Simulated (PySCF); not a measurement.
Si(H)(NHSiH3)(Cl)2 (Cl₂H₅NSi₂), SMILES [SiH3]N[SiH](Cl)Cl.

The structure is a stationary point at PBE-D3(BJ)/def2-SVP. One conformer was computed; it need not be the lowest.

These are PBE/def2-TZVP (PySCF) values and carry that method's errors.

Isolated molecule, no solvent.

```json
{
 "total_energy": "-1556.61860 hartree",
 "highest_occupied_level": "-6.72 eV",
 "lowest_empty_level": "-0.91 eV",
 "orbital_gap": "5.81 eV",
 "dipole_moment": "1.98 D",
 "quadrupole, principal values (traceless, Buckingham form, about the centre of nuclear charge)": "-4.77, 0.05, 4.72 D·Å",
 "mean_static_polarisability": "83.3 bohr³ (12.35 Å³)",
 "polarisability_principal_values": "72.8, 82.1, 95.1 bohr³"
}
```
